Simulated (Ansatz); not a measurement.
Start from `C[AsH]B1CC1` and change one atom or group to get `ClB1CC1`.

Ansatz, PBE0-D4/def2-TZVP geometries, multiplicity 1. Each molecule was computed in one conformer, which needn't be the lowest.

Scalar relativity is left out up to krypton.

```json
{"property": "LUMO energy (PBE0/def2-TZVPP) / eV", "`C[AsH]B1CC1`": "-1.26"}
{"property": "HOMO energy (B3LYP/def2-TZVPP) / eV", "`C[AsH]B1CC1`": "-6.64"}
{"property": "HOMO–LUMO gap (B3LYP/def2-TZVPP) / eV", "`C[AsH]B1CC1`": "5.20"}
{"property": "size of the dipole moment (B3LYP/def2-TZVPP) / D", "`C[AsH]B1CC1`": "0.94"}
{"property": "HOMO–LUMO gap (PBE0/def2-TZVPP) / eV", "`C[AsH]B1CC1`": "5.57"}
{"property": "LUMO energy (B3LYP/def2-TZVPP) / eV", "`C[AsH]B1CC1`": "-1.44"}
```

(1) Give the same properties after the change, and the shifts. (Estimate.)

Answers

(1) Computed: 
| property | `ClB1CC1` | shift |
| --- | --- | --- |
| LUMO energy (PBE0/def2-TZVPP) / eV | -1.14 | 0.12 |
| HOMO energy (B3LYP/def2-TZVPP) / eV | -7.07 | -0.43 |
| HOMO–LUMO gap (B3LYP/def2-TZVPP) / eV | 5.73 | 0.53 |
| size of the dipole moment (B3LYP/def2-TZVPP) / D | 0.83 | -0.11 |
| HOMO–LUMO gap (PBE0/def2-TZVPP) / eV | 6.13 | 0.56 |
| LUMO energy (B3LYP/def2-TZVPP) / eV | -1.33 | 0.11 |

With PBE0 the HOMO falls by 0.44 eV and the LUMO rises by 0.12 eV, so the gap widens by about 0.56 eV. PBE moves the HOMO by -0.19 eV and ωB97M-V by -0.58 eV. Dipoles are sizes alone; their direction can turn.

B3LYP here is the variant with VWN-RPA as its local correlation; programs differ in this.
